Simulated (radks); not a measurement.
Results of a calculation; reference values are marked as such.
The bromine anion Br-, [Kr], held by a Watson sphere: a shell of charge +1 at radius R that stands for the Madelung well of a crystal (potential energy -1/R inside, -1/r outside, in hartree with lengths in bohr). Code: a radial shooting solver on a logarithmic mesh with Libxc functionals. Model: scalar-relativistic Kohn-Sham, LDA (Slater exchange, VWN5 correlation), spin-polarised, spherical densities, finite nucleus; Fermi nuclear charge, rms radius of each element as measured or else 0.836 A^(1/3) + 0.57 fm. Response by self-consistent Sternheimer equations with the Hartree and adiabatic LDA kernel, the relativistic mass of each level held fixed and spin-orbit coupling left out. The sphere does not respond.

R (bohr)  e(3d) (eV)  e(4s) (eV)  e(4p) (eV)  <r> 4p (bohr)  sum of <r^2> (bohr^2)  X-ray form factor at sin(theta)/lambda = 0.2 1/angstrom  alpha (bohr^3)
2.52         -65.552     -19.990      -8.100          2.159                  47.24                                                   27.840           26.76
2.71         -65.370     -19.686      -7.847          2.179                  47.98                                                   27.812           28.36
2.78         -65.303     -19.578      -7.754          2.186                  48.24                                                   27.803           28.96
2.95         -65.138     -19.322      -7.526          2.202                  48.84                                                   27.785           30.44
3.87         -64.217     -18.120      -6.368          2.265                  51.32                                                   27.741           38.46
4.19         -63.907     -17.765      -6.012          2.278                  51.93                                                   27.737           41.06
4.66         -63.478     -17.294      -5.536          2.294                  52.64                                                   27.734           44.58
